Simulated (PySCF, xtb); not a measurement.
C₂H₉FOSi₂, SMILES C[SiH2]CO[SiH2]F.

xtb with GFN2-xTB at its own geometry gives an orbital gap of 5.74 eV and a dipole moment of 2.48 D.

Geometry: r2SCAN-D4/def2-SVP. The structure was generated by enumeration, and PubChem lists no compound with its InChIKey, so it may never have been made. One conformer was computed; it need not be the lowest.

Problem. What does PBE/def2-TZVP run with PySCF give? (An estimate is asked for; the answer gives what the named calculation found.)

Solution. gap 6.50 eV (levels -6.91 and -0.41 eV), dipole 0.71 D.
